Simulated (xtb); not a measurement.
I4Ti, charge -1, doublet, from a rough starting geometry (GFN-xTB shapes and energies of metal compounds can be far from the true ones) (the multiplicity is a formal guess); GFN2-xTB (xtb).

The xtb input:
```
$ xtb mol.xyz --gfn 2 --chrg -1 --uhf 1 --opt vtight --json

# file mol.xyz
5

Ti     0.00524014     0.00597280    -0.04787967
I      2.09829663    -0.57997023    -1.44742066
I      0.81072569     0.44742247     2.43202323
I     -1.16395634     2.14576006    -0.92637320
I     -1.74340411    -2.03120935    -0.04036285
```

Output, abridged:

```
   ID    Z sym.   atoms
    1   22 Ti     1
    2   53 I      2-5

           -------------------------------------------------
          |                Calculation Setup                |
           -------------------------------------------------

           -------------------------------------------------
          |                 G F N 2 - x T B                 |
           -------------------------------------------------

          ...................................................
          :                      SETUP                      :
          :.................................................:
          :  # basis functions                  50          :
          :  # atomic orbitals                  45          :
          :  # shells                           15          :
          :  # electrons                        33          :
          :  max. iterations                   250          :
          :  Hamiltonian                  GFN2-xTB          :
          :  restarted?                      false          :
          :  GBSA solvation                  false          :
          :  PC potential                    false          :
          :  electronic temp.          300.0000000     K    :
          :  accuracy                    1.0000000          :
          :  -> integral cutoff          0.2500000E+02      :
          :  -> integral neglect         0.1000000E-07      :
          :  -> SCF convergence          0.1000000E-05 Eh   :
          :  -> wf. convergence          0.1000000E-03 e    :
          :  Broyden damping             0.4000000          :
          :  net charge                         -1          :
          :  unpaired electrons                  1          :
          ...................................................

 iter      E             dE          RMSdq      gap      omega  full diag
   1    -16.8096204 -0.168096E+02  0.144E+01    0.01       0.0  T
   2    -17.2819000 -0.472280E+00  0.950E+00    0.01       1.0  T
   3    -17.4216213 -0.139721E+00  0.681E+00    0.01       1.0  T
   4    -17.4357093 -0.140880E-01  0.209E+00    0.01       1.0  T
   5    -17.4488619 -0.131526E-01  0.653E-01    0.01       1.0  T
   6    -17.4485965  0.265385E-03  0.484E-01    0.01       1.0  T
   7    -17.4488564 -0.259913E-03  0.154E-01    0.01       1.0  T
   8    -17.4488874 -0.310049E-04  0.275E-02    0.01       1.6  T
   9    -17.4488867  0.765053E-06  0.261E-02    0.01       1.7  T
  10    -17.4488875 -0.847088E-06  0.599E-03    0.01       7.5  T
  11    -17.4488875  0.599620E-07  0.711E-03    0.01       6.3  T
  12    -17.4488875 -0.487144E-07  0.334E-03    0.01      13.4  T
  13    -17.4488875 -0.208508E-07  0.534E-04    0.01      83.7  T
  14    -17.4488875 -0.212058E-09  0.366E-04    0.01     122.1  T

   *** convergence criteria satisfied after 14 iterations ***

         :::::::::::::::::::::::::::::::::::::::::::::::::::::
         ::                     SUMMARY                     ::
         :::::::::::::::::::::::::::::::::::::::::::::::::::::
         :: total energy             -17.401078213225 Eh    ::
         :: gradient norm              0.042888818144 Eh/a0 ::
         :: HOMO-LUMO gap              0.007018411522 eV    ::
         ::.................................................::
         :: SCC energy               -17.448879729985 Eh    ::
         :: -> isotropic ES            0.093595649532 Eh    ::
         :: -> anisotropic ES         -0.001943874685 Eh    ::
         :: -> anisotropic XC         -0.022837203437 Eh    ::
         :: -> dispersion             -0.009306189703 Eh    ::
         :: repulsion energy           0.047801516760 Eh    ::
         :: add. restraining           0.000000000000 Eh    ::
         :: total charge              -1.000000000002 e     ::
         :::::::::::::::::::::::::::::::::::::::::::::::::::::

      -----------------------------------------------------------
     |                   =====================                   |
     |                        A N C O P T                        |
     |                   =====================                   |
     |               Approximate Normal Coordinate               |
     |                Rational Function Optimizer                |
      -----------------------------------------------------------
      -----------------------------------------------------------
     |                   =====================                   |
     |                        A N C O P T                        |
     |                   =====================                   |
     |               Approximate Normal Coordinate               |
     |                Rational Function Optimizer                |
      -----------------------------------------------------------

          ...................................................
          :                      SETUP                      :
          :.................................................:
          :   optimization level         verytight          :
          :   max. optcycles                   200          :
          :   ANC micro-cycles                  20          :
          :   degrees of freedom                 9          :
          :.................................................:
          :   RF solver                   davidson          :
          :   write xtbopt.log                true          :
          :   linear?                        false          :
          :   energy convergence         0.1000000E-06 Eh   :
          :   grad. convergence          0.2000000E-03 Eh/α :
          :   maxmium RF displ.          1.0000000          :
          :   Hlow (freq-cutoff)         0.1000000E-01      :
          :   Hmax (freq-cutoff)         5.0000000          :
          :   S6 in model hess.         20.0000000          :
          ...................................................

generating ANC from exact Hessian ...
Using Lindh-Hessian (1995)
[...]
 * total energy  :   -17.4010782 Eh     change       -0.2530456E-09 Eh
 * total energy  :   -17.3974745 Eh     change        0.3603693E-02 Eh
 * total energy  :   -17.4019102 Eh     change       -0.4435631E-02 Eh
 * total energy  :   -17.4035000 Eh     change       -0.1589892E-02 Eh
 * total energy  :   -17.4051019 Eh     change       -0.1601875E-02 Eh
 * total energy  :   -17.4040373 Eh     change        0.1064600E-02 Eh
 * total energy  :   -17.4064605 Eh     change       -0.2423190E-02 Eh
 * total energy  :   -17.4064272 Eh     change        0.3328532E-04 Eh
 * total energy  :   -17.4065157 Eh     change       -0.8852133E-04 Eh
 * total energy  :   -17.4065540 Eh     change       -0.3821169E-04 Eh
 * total energy  :   -17.4065601 Eh     change       -0.6119421E-05 Eh
 * total energy  :   -17.4065630 Eh     change       -0.2912053E-05 Eh
 * total energy  :   -17.4065630 Eh     change       -0.1925692E-07 Eh
   *** GEOMETRY OPTIMIZATION CONVERGED AFTER 13 ITERATIONS ***
[...]

 iter      E             dE          RMSdq      gap      omega  full diag
   1    -17.4371303 -0.174371E+02  0.116E-04    0.00       0.0  T
   2    -17.4371303 -0.171596E-11  0.909E-05    0.00     492.2  T
   3    -17.4371303 -0.196110E-11  0.283E-05    0.00    1582.4  T

   *** convergence criteria satisfied after 3 iterations ***

         :::::::::::::::::::::::::::::::::::::::::::::::::::::
         ::                     SUMMARY                     ::
         :::::::::::::::::::::::::::::::::::::::::::::::::::::
         :: total energy             -17.406563006140 Eh    ::
         :: gradient norm              0.000074796203 Eh/a0 ::
         :: HOMO-LUMO gap              0.000004572676 eV    ::
         ::.................................................::
         :: SCC energy               -17.437120932388 Eh    ::
         :: -> isotropic ES            0.095638734754 Eh    ::
         :: -> anisotropic ES         -0.001932670371 Eh    ::
         :: -> anisotropic XC         -0.020873480469 Eh    ::
         :: -> dispersion             -0.009048997840 Eh    ::
         :: repulsion energy           0.030557926249 Eh    ::
         :: add. restraining           0.000000000000 Eh    ::
         :: total charge              -1.000000000257 e     ::
         :::::::::::::::::::::::::::::::::::::::::::::::::::::

           -------------------------------------------------
          |                Property Printout                |
           -------------------------------------------------

    * Orbital Energies and Occupations

         #    Occupation            Energy/Eh            Energy/eV
      -------------------------------------------------------------
         1        2.0000           -0.6352850             -17.2870
       ...           ...                  ...                  ...
         5        2.0000           -0.4192154             -11.4074
         6        2.0000           -0.3332977              -9.0695
         7        2.0000           -0.3332960              -9.0694
         8        2.0000           -0.3332944              -9.0694
         9        2.0000           -0.3055620              -8.3148
        10        2.0000           -0.3055618              -8.3148
        11        2.0000           -0.3034485              -8.2573
        12        2.0000           -0.3034448              -8.2572
        13        2.0000           -0.3034412              -8.2571
        14        2.0000           -0.3018045              -8.2125
        15        2.0000           -0.3017982              -8.2123
        16        2.0000           -0.3017919              -8.2122
        17        0.4998           -0.2109175              -5.7394 (HOMO)
        18        0.4997           -0.2109173              -5.7394 (LUMO)
        19        0.0002           -0.2026151              -5.5134
        20        0.0002           -0.2026134              -5.5134
        21        0.0002           -0.2026107              -5.5133
        22                          0.0413163               1.1243
        23                          0.1592321               4.3329
        24                          0.1592360               4.3330
        25                          0.1592394               4.3331
        26                          0.1673350               4.5534
        27                          0.1673434               4.5536
        28                          0.1673527               4.5539
       ...                                ...                  ...
        45                          2.0517937              55.8321
      -------------------------------------------------------------
                  HL-Gap            0.0000002 Eh            0.0000 eV
             Fermi-level           -0.2336365 Eh           -6.3576 eV

     #   Z          covCN         q      C6AA      α(0)
     1  22 Ti       3.249     0.519   109.074    25.502
     2  53 I        0.823    -0.380   400.717    34.557
     3  53 I        0.823    -0.380   400.717    34.557
     4  53 I        0.823    -0.380   400.710    34.557
     5  53 I        0.823    -0.380   400.708    34.557

 Mol. C6AA /au·bohr⁶  :       8078.566649
 Mol. C8AA /au·bohr⁸  :     764450.803514
 Mol. α(0) /au        :        163.730159

Wiberg/Mayer (AO) data.
largest (>0.10) Wiberg bond orders for each atom

 ---------------------------------------------------------------------------
     #   Z sym  total        # sym  WBO       # sym  WBO       # sym  WBO
 ---------------------------------------------------------------------------
     1  22 Ti   3.550 --     5 I    0.888     4 I    0.888     3 I    0.888
                             2 I    0.888
     2  53 I    0.977 --     1 Ti   0.888
     3  53 I    0.977 --     1 Ti   0.888
     4  53 I    0.977 --     1 Ti   0.888
     5  53 I    0.977 --     1 Ti   0.888
 ---------------------------------------------------------------------------

Topologies differ in total number of bonds
Writing topology from bond orders to xtbtopo.mol

molecular dipole:
                 x           y           z       tot (Debye)
 q only:       -0.003       0.005       0.011
   full:       -0.003       0.005       0.011       0.032
molecular quadrupole (traceless):
                xx          xy          yy          xz          yz          zz
 q only:       -0.000       0.002       0.004       0.001      -0.002      -0.003
  q+dip:       -0.000       0.002       0.003       0.001      -0.001      -0.002
   full:       -0.000       0.002       0.003       0.001      -0.002      -0.003

optimized geometry written to: xtbopt.xyz

           -------------------------------------------------
          | TOTAL ENERGY              -17.406563006140 Eh   |
          | GRADIENT NORM               0.000074796203 Eh/α |
          | HOMO-LUMO GAP               0.000004572676 eV   |
           -------------------------------------------------

normal termination of xtb
```
